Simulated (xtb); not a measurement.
H$_{4}$P$_{2}$, triplet, geometry from GFN2-xTB (a higher spin typed on purpose: for a closed-shell molecule this is an excited state); GFN1-xTB (xtb).

xtb was given this input:
```
$ xtb mol.xyz --gfn 1 --uhf 2 --json

# file mol.xyz
6

P     -1.22513273    -0.18858373     0.40247436
P      1.15923065     0.20673919    -0.32030056
H     -1.60413451     1.03387345    -0.14579888
H     -1.45834842    -0.84719140    -0.80534801
H      1.54695439    -0.87997430     0.45161677
H      2.50405968     0.42096026    -0.73307690
```

The log (banner, timings and long lists left out):

```
   ID    Z sym.   atoms
    1   15 P      1, 2
    2    1 H      3-6

           -------------------------------------------------
          |                Calculation Setup                |
           -------------------------------------------------

           -------------------------------------------------
          |                 G F N 1 - x T B                 |
           -------------------------------------------------

          ...................................................
          :                      SETUP                      :
          :.................................................:
          :  # basis functions                  28          :
          :  # atomic orbitals                  26          :
          :  # shells                           14          :
          :  # electrons                        14          :
          :  # halogen bonds                     0          :
          :  max. iterations                   250          :
          :  Hamiltonian                  GFN1-xTB          :
          :  restarted?                      false          :
          :  GBSA solvation                  false          :
          :  PC potential                    false          :
          :  electronic temp.          300.0000000     K    :
          :  accuracy                    1.0000000          :
          :  -> integral cutoff          0.2500000E+02      :
          :  -> integral neglect         0.1000000E-07      :
          :  -> SCF convergence          0.1000000E-05 Eh   :
          :  -> wf. convergence          0.2000000E-04 e    :
          :  Broyden damping             0.4000000          :
          :  net charge                          0          :
          :  unpaired electrons                  2          :
          ...................................................

 iter      E             dE          RMSdq      gap      omega  full diag
   1     -7.3022673 -0.730227E+01  0.270E+00    4.05       0.0  T
   2     -7.3339068 -0.316394E-01  0.115E+00    4.07       1.0  T
   3     -7.3341125 -0.205737E-03  0.648E-01    4.11       1.0  T
   4     -7.3330425  0.106996E-02  0.284E-01    4.04       1.0  T
   5     -7.3342649 -0.122235E-02  0.183E-02    4.09       2.2  T
   6     -7.3342675 -0.264103E-05  0.284E-03    4.09      14.4  T
   7     -7.3342676 -0.180362E-07  0.137E-03    4.09      29.8  T
   8     -7.3342676 -0.108455E-07  0.160E-04    4.09     254.9  T
   9     -7.3342676 -0.576303E-10  0.313E-05    4.09    1305.6  T

   *** convergence criteria satisfied after 9 iterations ***

 transition dipole moment (au) for excitation:           7           8
     X       Y       Z
  -0.1020  -0.1305  -0.1284  total (au/Debye):    0.210   0.533
 dE (eV)             :    0.642
 oscillator strength :  0.97624E-03

         :::::::::::::::::::::::::::::::::::::::::::::::::::::
         ::                     SUMMARY                     ::
         :::::::::::::::::::::::::::::::::::::::::::::::::::::
         :: total energy              -7.300143610590 Eh    ::
         :: gradient norm              0.025203281275 Eh/a0 ::
         :: HOMO-LUMO gap              4.092077768071 eV    ::
         ::.................................................::
         :: SCC energy                -7.334267565077 Eh    ::
         :: -> electrostatic           0.000099158760 Eh    ::
         :: repulsion energy           0.035719105591 Eh    ::
         :: dispersion energy         -0.001595151104 Eh    ::
         :: halogen bond corr.         0.000000000000 Eh    ::
         :: add. restraining           0.000000000000 Eh    ::
         :: total charge              -0.000000000000 e     ::
         :::::::::::::::::::::::::::::::::::::::::::::::::::::

           -------------------------------------------------
          |                Property Printout                |
           -------------------------------------------------

    * Orbital Energies and Occupations

         #    Occupation            Energy/Eh            Energy/eV
      -------------------------------------------------------------
         1        2.0000           -0.7329097             -19.9435
         2        2.0000           -0.7089665             -19.2920
         3        2.0000           -0.4944298             -13.4541
         4        2.0000           -0.4848924             -13.1946
         5        2.0000           -0.4583399             -12.4721
         6        2.0000           -0.4407576             -11.9936
         7        1.0000           -0.3420233              -9.3069
         8        1.0000           -0.3184422              -8.6653 (HOMO)
         9                         -0.1680611              -4.5732 (LUMO)
        10                         -0.1513251              -4.1178
        11                         -0.0973711              -2.6496
        12                         -0.0773925              -2.1060
        13                         -0.0711413              -1.9359
        14                         -0.0631499              -1.7184
        15                         -0.0419161              -1.1406
        16                         -0.0271424              -0.7386
        17                         -0.0155419              -0.4229
        18                         -0.0147839              -0.4023
        19                         -0.0113386              -0.3085
       ...                                ...                  ...
        26                          1.4016628              38.1412
      -------------------------------------------------------------
                  HL-Gap            0.1503811 Eh            4.0921 eV
             Fermi-level           -0.3173211 Eh           -8.6347 eV

  Mulliken/CM5 charges         n(s)   n(p)   n(d)
     1P    -0.03297 -0.20440   1.802  3.100  0.131
     2P    -0.00322 -0.17187   1.786  2.990  0.227
     3H     0.00692  0.09383   0.993  0.000  0.000
     4H     0.01096  0.09738   0.989  0.000  0.000
     5H     0.00902  0.09698   0.991  0.000  0.000
     6H     0.00929  0.08808   0.991  0.000  0.000

Wiberg/Mayer (AO) data.
largest (>0.10) Wiberg bond orders for each atom

 ---------------------------------------------------------------------------
     #   Z sym  total        # sym  WBO       # sym  WBO       # sym  WBO
 ---------------------------------------------------------------------------
     1  15 P    2.801 --     3 H    0.993     4 H    0.983     2 P    0.712
     2  15 P    2.624 --     5 H    0.982     6 H    0.888     1 P    0.712
     3   1 H    1.013 --     1 P    0.993
     4   1 H    1.013 --     1 P    0.983
     5   1 H    1.007 --     2 P    0.982
     6   1 H    0.992 --     2 P    0.888
 ---------------------------------------------------------------------------

Topologies differ in total number of bonds
Writing topology from bond orders to xtbtopo.mol

 dipole moment from electron density (au)
     X       Y       Z
   0.2296  -0.0517  -0.2643  total (Debye):    0.900

           -------------------------------------------------
          | TOTAL ENERGY               -7.300143610590 Eh   |
          | GRADIENT NORM               0.025203281275 Eh/α |
          | HOMO-LUMO GAP               4.092077768071 eV   |
           -------------------------------------------------

normal termination of xtb
```
